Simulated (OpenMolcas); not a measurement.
**Ni5+: Racah parameters, worked from levels**

```yaml
Program: OpenMolcas 26.06
Basis: ANO-RCC-VTZP [6s5p3d2f1g]
Scalar_Hamiltonian: DKH2, point nucleus
Active_space: 5 electrons in 5 orbitals (3d)
State_averaging: 2S+1 = 6 even, 1 root; 2S+1 = 4 even, 24 roots; 2S+1 = 2 even, 75 roots
Spin-orbit_coupling: state interaction with AMFI integrals over the reference wave functions, term energies averaged over their components
```

Methods: CASSCF; MS-CASPT2, IPEA 0.25 Eh, imaginary shift 0.1 Eh (closed shells correlated: 3s 3p).

**Racah parameters.** Above ⁶S, d5 has ⁴D at 17B + 5C, ⁴G at 10B + 5C and ⁴P at 7B + 7C. The first two fix B and C, and the third tests them; where it misses by thousands of cm-1, two parameters do not describe the configuration (Trees and configuration-interaction terms are left out) and B and C hang on the terms chosen. Term energies are centres of gravity, weighted by 2J + 1.

```tsv
Source	⁴D	⁴G	B	C	C/B	⁴P from B, C	⁴P found
CASSCF	58448	46926	1646	6093	3.70	54173	53913
MS-CASPT2	52064	43344	1246	6177	4.96	51961	47751
```

Energies in cm-1. From CASSCF to MS-CASPT2, B changes by -24.3 % and C by +1.4 %.

Term energies are means over components that CASPT2 splits; among the terms shown or strongly mixed into the levels shown the widest spread is 260 cm-1 (3d⁵ ⁴G, MS-CASPT2). Without dynamic correlation excited terms often stand tens of per cent too high (terms of higher spin than the ground term too low), and those without a measured partner can miss by more than the paired ones (holds for CASSCF). Blocks of more than 70 roots (2S+1 = 2 even) ran without multistate coupling (holds for MS-CASPT2). Only configurations of the active space appear.
